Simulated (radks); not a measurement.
Charge is removed step by step from the 2s level of the nickel ion Ni+, starting from [Ar] 3d9. Method: non-relativistic Kohn-Sham, r2SCAN, spin-unpolarised, spherical densities, point nucleus; meta-GGA in the generalised Kohn-Sham scheme; computed with a radial shooting solver on a logarithmic mesh with Libxc functionals.

removed (e)	E - E(0) (eV)	eigenvalue (eV)	E minus straight line (eV)
0	0.000	-974.69	0.000
0.125	122.18	-980.25	-2.511
0.25	245.06	-985.88	-4.323
0.375	368.66	-991.58	-5.427
0.5	492.96	-997.36	-5.812
0.625	618.00	-1003.2	-5.471
0.75	743.77	-1009.1	-4.394
0.875	870.29	-1015.1	-2.573
1	997.55	-1021.2	0.000

Removing the whole electron costs 997.55 eV by Delta-SCF, against 974.69 eV from minus the eigenvalue at the starting occupation. Slater's transition state (half an electron removed) gives 997.36 eV. Integrating minus the eigenvalue over the occupation (Janak's theorem) gives 997.55 eV. The mean slope of the eigenvalue, de/dn, is 46.5 eV per electron.
